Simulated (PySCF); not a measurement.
A calculated (revPBE, PySCF 2.14, ANO-R3, the spin-free X2C one-electron Hamiltonian (Gaussian nucleus)) atom or ion has these occupied shells.

```tsv
shell	electrons	orbital energy (eV)	rms radius, mean of both spins (bohr)
1s α	1	-49970.4	0.0249
1s β	1	-49970.4	0.0249
2s α	1	-8249.5	0.101
2s β	1	-8249.4	0.101
2p α	3	-7354.3	0.0906
2p β	3	-7354.2	0.0906
3s α	1	-1828.5	0.261
3s β	1	-1825.8	0.261
3p α	3	-1549.9	0.261
3p β	3	-1547.3	0.261
3d α	5	-1175.5	0.240
3d β	5	-1173.5	0.240
4s α	1	-368.72	0.588
4s β	1	-362.56	0.588
4p α	3	-276.56	0.624
4p β	3	-270.44	0.624
4d α	5	-147.54	0.686
4d β	5	-141.45	0.686
5s α	1	-48.998	1.42
5s β	1	-45.360	1.42
5p α	3	-26.578	1.68
5p β	3	-23.598	1.68
4f α	7	-8.690	0.985
6s α	1	-3.904	4.34
5d α	2	-2.414	3.33
```

Problem. Name the element and its charge.

Solution. Gd (gadolinium, neutral), in [Xe] 4f7 5d2 6s1, high-spin 11F determinant (an excited configuration).
